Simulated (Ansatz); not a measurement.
Basis-set series for C2H3CuFN (`CC#[N+][Cu-][F]`). The species carries charge 0 and has multiplicity 1. Geometry: relaxed with PBE0-D4/def2-TZVP.

```json
{"functional": "PBE0-D4", "basis": "def2-TZVPP", "functions": "230", "energy (Eh)": "-1872.78032", "HOMO (eV)": "-6.61", "LUMO (eV)": "-0.78"}
{"functional": "PBE0-D4", "basis": "def2-QZVPP", "functions": "418", "energy (Eh)": "-1872.83657", "HOMO (eV)": "-6.61", "LUMO (eV)": "-0.82"}
{"functional": "ωB97M-V", "basis": "def2-TZVPP", "functions": "230", "energy (Eh)": "-1873.11165", "HOMO (eV)": "-9.06", "LUMO (eV)": "1.21"}
{"functional": "ωB97M-V", "basis": "def2-QZVPP", "functions": "418", "energy (Eh)": "-1873.16603", "HOMO (eV)": "-9.06", "LUMO (eV)": "0.30"}
```

**Question.** Give the rows for def2-SVP. (An estimate is asked.)

**Answer.** Computed: 
```csv
functional,basis,functions,energy (Eh),HOMO (eV),LUMO (eV)
PBE0-D4,def2-SVP,102,-1872.25272,-6.19,-0.54
ωB97M-V,def2-SVP,102,-1872.57440,-8.56,1.55
```

Positive LUMOs are unbound and depend on the basis. Scalar relativity is left out up to krypton.
